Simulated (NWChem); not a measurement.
Molecule: 1,1,1,2-tetrafluoroethane (C2H2F4); SMILES FCC(F)(F)F

```xyz
8

F     -0.1347     1.9478     0.0035
C      0.7450     0.9147    -0.0069
C     -0.0034    -0.4008    -0.0002
F     -0.7636    -0.5272     1.0841
F     -0.7875    -0.5245    -1.0676
F      0.8790    -1.4036    -0.0113
H      1.3896     0.9516     0.8858
H      1.3707     0.9534    -0.9129
```
Atoms are numbered in this order, from 1.

Results from NWChem. Pople sets run with spherical d functions. The geometry was optimised at PBE0/def2-SVP. Level: PBE/6-31G* with SMD (1 M gas to 1 M solution), gas-phase geometry.

```csv
solvent,dielectric constant,solvation free energy (kcal/mol),cavity-dispersion-structure term (kcal/mol),dipole in solution (D)
water,78.4,1.0,4.3,2.00
chloroform,4.71,-2.0,0.5,1.89
methanol,32.6,-2.3,0.9,1.99
chlorobenzene,5.70,-1.7,0.9,1.91
n-hexane,1.88,-1.0,0.4,1.75
cyclohexane,2.02,-0.7,0.8,1.76
"1,4-dioxane",2.21,(withheld),(withheld),1.78
```

Problem. Fill in the missing entries.

Solution. 
- 1,4-dioxane, solvation free energy (kcal/mol): -0.2
- 1,4-dioxane, cavity-dispersion-structure term (kcal/mol): 1.5
